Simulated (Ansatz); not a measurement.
Mulliken charges of CH4BFO2, SMILES `OBOCF` from ωB97M-V/def2-TZVPP in Ansatz (PBE0-D4/def2-TZVP geometry).

```tsv
atom	x (Å)	y (Å)	z (Å)	charge (e)
O1	0.327	1.613	1.587	-0.268
B2	0.267	0.425	0.953	0.195
O3	-0.295	0.359	-0.295	-0.308
C4	-0.285	-0.822	-1.008	0.181
F5	0.828	-0.866	-1.804	-0.217
H6	-0.024	2.336	1.058	0.188
H7	0.685	-0.555	1.497	0.033
H8	-1.162	-0.843	-1.659	0.108
H9	-0.252	-1.693	-0.345	0.089
```

Task: By hand: the dipole of these point charges (1 e Å = 4.8032 D).

Result: Σ q r = (-0.306, -0.242, 0.099) e Å, of length 0.402 e Å = 1.93 D.

Task: How does the dipole of the full density compare? (Best estimate.)

Result: Ansatz gave: (-0.354, -0.017, -0.043) e Å, 1.71 D; the point charges give 1.13 times that, at 41° from its direction.

Point charges leave out the atoms' own dipoles, such as those of lone pairs, and Mulliken's split depends on the basis, so the two needn't agree.
